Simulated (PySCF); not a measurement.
Job file and geometry (Å, from PBE0-D3(BJ)/def2-SVP) of an NMR shielding run on SMILES F[C@@H]1CC[SiH2][C@@H]1F, C4H8F2Si, PySCF, GIAO PBE0/pcSseg-1 NMR shielding, non-relativistic, gas phase; density fitting, a coarse starting grid and PySCF grid level 2 are the driver's defaults:

```
$ OMP_NUM_THREADS=1 python probes_run.py task.json out

{"job": {"kind": "nmr", "xc": "PBE0", "basis": "pcSseg-1"}, "charge": 0, "multiplicity": 1}
F     -1.244827     0.369558     1.332451
C     -1.019507     0.352639    -0.033250
C     -0.479993    -1.015735    -0.417875
C      0.878924    -1.226546     0.281458
Si     1.623255     0.519397     0.410779
C      0.069526     1.369545    -0.337370
F     -0.250521     2.617778     0.132912
H     -1.975103     0.598608    -0.527523
H     -1.211423    -1.794650    -0.154058
H     -0.365008    -1.047454    -1.514228
H      0.723431    -1.618269     1.298443
H      1.511656    -1.950547    -0.250998
H      1.904603     0.960112     1.805772
H      2.838013     0.737240    -0.430839
H      0.178592     1.424727    -1.437326
```

Problem. Write the output of this run.

Solution. 
```
coarse grid: 13104 points
cycle   1  E = -645.7348627139  dE =  7.115e-01  |g| = 6.399e-01  |ddm| = 3.357e+00
cycle   2  E = -645.6738012107  dE =  6.106e-02  |g| = 9.164e-01  |ddm| = 1.115e+00
cycle   3  E = -645.8062071114  dE = -1.324e-01  |g| = 7.024e-02  |ddm| = 6.859e-01
cycle   4  E = -645.8068864466  dE = -6.793e-04  |g| = 3.735e-02  |ddm| = 7.430e-02
cycle   5  E = -645.8072139750  dE = -3.275e-04  |g| = 5.429e-03  |ddm| = 3.548e-02
cycle   6  E = -645.8072200899  dE = -6.115e-06  |g| = 1.782e-03  |ddm| = 5.997e-03
final grid: 122944 points
cycle   7  E = -645.8624121496  dE = -3.534e-05  |g| = 8.854e-03  |ddm| = 2.456e-02
cycle   8  E = -645.8623945581  dE =  1.759e-05  |g| = 1.301e-02  |ddm| = 1.728e-02
cycle   9  E = -645.8624298417  dE = -3.528e-05  |g| = 8.776e-04  |ddm| = 9.965e-03
cycle  10  E = -645.8624299590  dE = -1.173e-07  |g| = 3.353e-04  |ddm| = 9.291e-04
cycle  11  E = -645.8624299786  dE = -1.963e-08  |g| = 4.699e-05  |ddm| = 2.622e-04
cycle  12  E = -645.8624299791  dE = -4.220e-10  |g| = 1.956e-05  |ddm| = 5.538e-05
converged SCF energy = -645.8624299791

GIAO shielding tensors (ppm)
atom      isotropic    diamagn.    paramagn.     s11        s22        s33       span
  0 F      388.051     475.522     -87.471    358.675    389.636    415.842     57.167
  1 C       88.583     245.600    -157.016     65.285     79.897    120.568     55.283
  2 C      155.729     249.736     -94.007    139.555    155.558    172.074     32.520
  3 C      180.272     251.574     -71.302    162.205    180.350    198.260     36.054
  4 Si     389.136     878.283    -489.147    370.532    370.986    425.890     55.358
  5 C       92.774     248.855    -156.082     49.326     78.631    150.363    101.036
  6 F      441.703     470.275     -28.572    396.701    438.612    489.797     93.095
  7 H       26.247      29.762      -3.515     23.113     24.912     30.715      7.602
  8 H       29.102      29.918      -0.817     24.292     26.955     36.058     11.766
  9 H       30.188      31.175      -0.987     26.233     27.697     36.633     10.400
 10 H       29.836      29.763       0.073     25.697     26.932     36.878     11.181
 11 H       30.449      29.111       1.337     25.586     27.498     38.262     12.677
 12 H       26.868      27.490      -0.622     24.038     24.431     32.135      8.097
 13 H       27.157      27.535      -0.379     24.028     24.694     32.748      8.720
 14 H       26.622      30.067      -3.445     23.259     27.737     28.871      5.612
```

Problem. Turn these shieldings into chemical shifts. Shifts are taken against calculated references (same method and geometry level): $^{19}$F (σ = 177.25 ppm) vs CFCl3; TMS for $^{13}$C (σ = 184.41 ppm), $^{29}$Si (σ = 351.99 ppm), $^{1}$H (σ = 31.27 ppm).

Solution. Averaging equivalent atoms: F 0: -210.8; F 6: -264.5; C 1: 95.8; C 5: 91.6; C 2: 28.7; C 3: 4.1; Si 4: -37.1; H 7: 5.02; H 14: 4.64; H 12: 4.40; H 13: 4.11; H 8: 2.17; H 10: 1.43; H 9: 1.08; H 11: 0.82 ppm. Unscaled 19F shifts against computed CFCl3 carry errors that often reach 10 to 50 ppm.

Size and cost of the density-fitted run: 166 basis functions, 21 s wall time on 1 thread of an INTEL XEON PLATINUM 8581C, shared host; peak memory 0.81 GiB.
